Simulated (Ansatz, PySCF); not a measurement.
Gas-phase reaction in SMILES: [CH-]=CC → [CH-]1CC1
Each molecule is optimised on its own at B3LYP-D3(BJ)/def2-TZVP (Ansatz, an electronic-structure program).

Wanted: isomerisation energy (enthalpy at 298 K, with B3LYP-D3(BJ) rigid-rotor harmonic-oscillator terms from PySCF), in kJ/mol. Correlated levels leave the core frozen unless marked. Spin-orbit coupling is left out. No relativistic terms. Anions need diffuse functions: aug- sets have them; def2-D sets add few; the other sets have none. CBS(X,Y): correlation extrapolated as X^-3; Hartree-Fock from the larger set. The bracket is a focal-point correction in the basis named.

```csv
level,program,isomerisation energy (kJ/mol)
BLYP/def2-TZVPD,Ansatz,73.1
revPBE-D3(BJ)/def2-TZVPD,Ansatz + dftd3,52.1
BP86-D3(BJ)/def2-TZVPD,PySCF + dftd3,55.2
r2SCAN-D3(BJ)/def2-TZVPD,Ansatz + dftd3,50.7
PBE0/6-31G*,Ansatz,33.3
TPSSh-D3(BJ)/def2-TZVPD,PySCF + dftd3,48.0
r2SCANh-D4/def2-TZVPD,Ansatz + dftd4,48.6
MP2/STO-3G,Ansatz,20.7
MP2/aug-cc-pVTZ,Ansatz,47.7
"RI-MP2/CBS(aug-cc-pVTZ,aug-cc-pVQZ)+[CCSD(T)-MP2]/aug-cc-pVTZ",Ansatz,59.6
```
